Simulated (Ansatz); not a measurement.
`C[SiH](N)O[SiH3]`. Total charge 0; spin multiplicity 1. The geometry is a stationary point of PBE0-D4/def2-TZVP. It is one conformer, not always the lowest.

```xyz
14

C    -2.113    0.288   -0.445
Si   -0.544   -0.620   -0.056
N    -0.317   -0.693    1.636
O     0.665    0.156   -0.865
Si    2.226    0.582   -0.658
H    -2.236    0.400   -1.524
H    -2.982   -0.243   -0.048
H    -2.097    1.291   -0.008
H    -0.549   -2.027   -0.532
H     0.266   -1.391    2.066
H    -0.464    0.097    2.241
H     3.039   -0.572   -0.185
H     2.760    1.051   -1.961
H     2.347    1.679    0.339
```

**Question.** What is the dipole moment at B3LYP/def2-TZVPP? (An estimate is asked.)

**Answer.** The calculation gave: 1.44 D, with components (-0.29, 0.22, 1.39) D in this frame, pointing from negative to positive charge.

**Question.** And with PBE, r2SCAN, ωB97M-V? (Estimate.)

**Answer.** Computed: PBE 1.48 D, r2SCAN 1.47 D, ωB97M-V 1.45 D.

**Question.** Give the Mulliken charges with B3LYP, r2SCAN, ωB97M-V in def2-TZVPP. (Estimate.)

**Answer.** Computed: 
| atom | B3LYP | r2SCAN | ωB97M-V |
| --- | --- | --- | --- |
| C1 | -0.38 | -0.30 | -0.45 |
| Si2 | 0.58 | 0.60 | 0.54 |
| N3 | -0.41 | -0.46 | -0.38 |
| O4 | -0.40 | -0.43 | -0.40 |
| Si5 | 0.40 | 0.43 | 0.30 |
| H6 | 0.10 | 0.08 | 0.12 |
| H7 | 0.10 | 0.07 | 0.12 |
| H8 | 0.09 | 0.06 | 0.11 |
| H9 | -0.11 | -0.11 | -0.06 |
| H10 | 0.14 | 0.16 | 0.12 |
| H11 | 0.14 | 0.16 | 0.12 |
| H12 | -0.08 | -0.09 | -0.05 |
| H13 | -0.07 | -0.08 | -0.04 |
| H14 | -0.09 | -0.09 | -0.05 |

B3LYP here is the variant with VWN-RPA as its local correlation; programs differ in this.
